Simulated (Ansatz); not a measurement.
A structure relaxed at PBE0-D4/def2-TZVP, charge 0, multiplicity 1:

```xyz
10

B    -0.688    1.778    0.160
C     0.272    0.627    0.163
C    -0.081   -0.645   -0.151
N     0.702   -1.734   -0.201
F    -1.324   -0.961   -0.482
H    -1.839    1.620   -0.129
H    -0.307    2.876    0.451
H     1.321    0.748    0.422
H     1.655   -1.672    0.105
H     0.290   -2.638   -0.338
```

(1) Give its formula and SMILES.

(2) Summarise the bond lengths by kind.

Results:

(1) C2H5BFN, `B/C=C(/N)F`.

(2) 1 × B–C 1.499 Å; 2 × B–H 1.197 to 1.198 Å; 1 × C–C 1.357 Å; 1 × C–H 1.087 Å; 1 × C–N 1.342 Å; 1 × C–F 1.325 Å; 2 × H–N 1.003 to 1.004 Å.

Computed with Ansatz.
